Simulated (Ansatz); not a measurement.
Consider the ligand exchange at the Si–O bond: `F[CH2][AlH][O][SiH3]` + `BNCC` → `BN([SiH3])CC` + `[OH][AlH][CH2]F`.

Calculated with Ansatz (gas phase, PBE0-D4/def2-TZVP geometries, no zero-point term in ΔE). CCSD(T)/CBS is the MP2 limit (def2-TZVPP, def2-QZVPP) plus CCSD(T) − MP2 in def2-TZVPP, frozen cores. DFT in def2-TZVPP. One conformer a species, not always the lowest.

`F[CH2][AlH][O][SiH3]`:

```xyz
11

F    -0.956   -1.671    0.883
C    -0.032   -2.085   -0.082
Al    0.861   -0.524   -0.906
O     0.423    1.009   -0.375
Si   -0.401    2.091    0.524
H     0.679   -2.764    0.405
H    -0.570   -2.695   -0.820
H     1.959   -0.669   -2.032
H    -1.860    1.980    0.262
H    -0.149    1.863    1.972
H     0.045    3.464    0.171
```

`BNCC`:

```xyz
12

B    -0.563   -1.183   -1.523
N     0.015   -0.884   -0.302
C     0.646    0.360    0.085
C    -0.073    1.048    1.231
H    -1.059   -2.261   -1.681
H    -0.549   -0.354   -2.389
H    -0.001   -1.575    0.433
H     0.660    1.004   -0.796
H     1.691    0.175    0.363
H    -0.101    0.410    2.119
H     0.435    1.975    1.505
H    -1.102    1.285    0.954
```

`BN([SiH3])CC`:

Cartesian coordinates in Å:
```
B 0.023 0.293 1.867
N -0.339 0.134 0.528
Si -1.334 1.297 -0.319
C 0.091 -1.041 -0.236
C 1.390 -0.805 -0.983
H 0.674 -0.563 2.400
H -0.322 1.274 2.460
H -2.594 0.637 -0.757
H -1.625 2.434 0.582
H -0.640 1.780 -1.544
H 0.206 -1.877 0.458
H -0.699 -1.324 -0.941
H 1.673 -1.694 -1.552
H 1.301 0.030 -1.681
H 2.195 -0.576 -0.281
```

`[OH][AlH][CH2]F`:

Z-matrix (Å, degrees):
```
C
Al 1 1.975
F 1 1.401 2 110.2
H 1 1.097 2 112.4 3 -120.2
H 1 1.097 2 112.4 3 120.2
O 2 1.696 1 114.3 3 179.8
H 2 1.582 1 124.2 3 -0.1
H 6 0.955 2 124.3 1 180.0
```

```csv
species,ωB97M-V energy (Eh)
`F[CH2][AlH][O][SiH3]`,-748.77857
`BNCC`,-160.62686
`BN([SiH3])CC`,-451.31602
`[OH][AlH][CH2]F`,-458.06162
```

(1) Work out ΔE.

Largest T1 diagnostic among the species: 0.012.

## Answers

(1) ΔE = (-451.31602) + (-458.06162) − (-748.77857) − (-160.62686) = 0.02779 Eh = +73.0 kJ/mol. CCSD(T)/CBS gives +71.7 kJ/mol.

From PBE to PBE0 (25 % exact exchange), in def2-TZVPP and without D4, ΔE moves by +3.1 kJ/mol. In def2-TZVPP, CCSD(T) changes the Hartree–Fock value by −23.0 kJ/mol (the triples alone add −3.6 kJ/mol) and MP2 by −25.2 kJ/mol. The D4 term adds −7.2 kJ/mol with B3LYP and −3.8 kJ/mol with PBE0; it sums over pairs of atoms, weighted by their polarisabilities, and B3LYP, whose exchange is more repulsive, gets the larger term.

B3LYP here is the variant with VWN-RPA as its local correlation; programs differ in this.
